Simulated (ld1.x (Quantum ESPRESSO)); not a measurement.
# What one change does to a pseudopotential (Ga, TM)

Ga (Z = 31), norm-conserving Troullier–Martins (Kleinman–Bylander form), made with ld1.x (Quantum ESPRESSO) 7.5 (PBEsol, scalar-relativistic). Core [Ne], reference 3s2 3p6 3d10 4s0 4p0 (charge +3). Waves: 3s (bound): rc 0.70 bohr; 3d (bound): rc 0.65 bohr; 3p (bound): rc 1.05 bohr. Local part: the p channel. Core correction: none.

All-electron outer shells of the reference configuration (PBEsol, scalar-relativistic, ld1.x):

```json
{"shell": "2p", "level (eV)": "-1131.66", "outermost node (bohr)": "–", "outermost maximum (bohr)": "0.15"}
{"shell": "3s", "level (eV)": "-181.39", "outermost node (bohr)": "0.27", "outermost maximum (bohr)": "0.56"}
{"shell": "3p", "level (eV)": "-132.29", "outermost node (bohr)": "0.24", "outermost maximum (bohr)": "0.56"}
{"shell": "3d", "level (eV)": "-52.46", "outermost node (bohr)": "–", "outermost maximum (bohr)": "0.53"}
{"shell": "4s", "level (eV)": "-36.30", "outermost node (bohr)": "0.80", "outermost maximum (bohr)": "1.72"}
{"shell": "4p", "level (eV)": "-26.91", "outermost node (bohr)": "0.85", "outermost maximum (bohr)": "2.00"}
```

Change: all radii scaled by about 1.37 (s 0.96, p 1.44, d 0.88 bohr).

Cutoffs: the cutoffs (Ry, on a coarse ladder) from which the occupation-weighted sum of valence levels, in a spherical-Bessel basis at the reference potential, stays within 10 and 1 mRy of its value at 400 Ry; they do not see the model core or the augmentation charge, which bear on the density cutoff. Errors are all-electron minus pseudo energies relative to the spin-unpolarised reference configuration.

**Question.** Predict the effect on cutoff, ghosts and configuration errors.

**Answer.** Of the 7 tests that both files solve, the error grows in 2 and shrinks in 3 by more than 15 % and 0.3 meV (median size 394.9 → 384.1 meV); neither file shows a bound ghost.

```csv
quantity,base,changed
"cutoff, loose",over 300 Ry,300 Ry
"cutoff, tight",over 300 Ry,over 300 Ry
loose cutoff by channel (10 mRy a level),"s 260 Ry, d over 300 Ry, p 100 Ry","s 90 Ry, d 260 Ry, p 80 Ry"
bound ghosts,none,none
"error for 3s2 3p6 3d10 4s2 4p1, meV [ΔE -57.94 eV]",+400,-361
"error for 3s2 3p6 3d10 4s2 4p0, meV [ΔE -52.26 eV]",+419,-108
"error for 3s2 3p6 3d10 4s1 4p0, meV [ΔE -31.12 eV]",+257,-30
"error for 3s2 3p6 3d10 4s1 4p1, meV [ΔE -44.85 eV]",+275,-451
"error for 3s2 3p6 3d10 4s0 4p3, meV [ΔE -44.55 eV]",+133,-989
"error for 3s2 3p5 3d10 4s2 4p1, meV [ΔE 50.10 eV]",+631,-384
"error for 3s2 3p6 3d10 4s2 4p1.3, meV [ΔE -58.47 eV]",+395,-389
```
